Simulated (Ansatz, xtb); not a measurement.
## Isomers of CHOSe in order of energy

3 gas-phase structures of CHOSe, found in a search over its isomers (lower ones may exist). Each was relaxed with GFN2-xTB; where two conformers were screened, the lower at r2SCAN-D4/def2-SVP is listed:

A. `O=[C][SeH]`, a doublet
B. `O[C]=[Se]`, a doublet
C. `O=C[Se]`, a doublet

Task: Estimate their order in r2SCAN-D4/def2-SVP energy at these geometries, lowest first.

Result: Calculated order at r2SCAN-D4/def2-SVP: C (0.0), A (4.4), B (19.8) kcal/mol.

Energies above the lowest of each column, in kcal/mol; the last columns are at PBE0-D3(BJ)/def2-SVP geometries (a dash: not run or not comparable):

| structure | GFN2-xTB | HF/STO-3G | r2SCAN-D4/def2-SVP | PBE0-D3(BJ)/def2-SVP | CCSD(T)/def2-TZVP |
| --- | --- | --- | --- | --- | --- |
| C | 0.0 | 0.0 | 0.0 | 0.0 | 0.0 |
| A | 17.1 | 11.7 | 4.4 | 4.7 | 3.9 |
| B | 22.9 | 26.3 | 19.8 | 21.4 | – |

Every level run on C puts it lowest or level with the lowest. Flexible structures stand in one conformer each, not always the lowest. Frequencies (PBE0-D3(BJ)/def2-SVP) were run for A, C alone. Open shells are spin-unrestricted, some with notable spin contamination.

Programs: Ansatz 0.2.0, xtb 6.7.1.
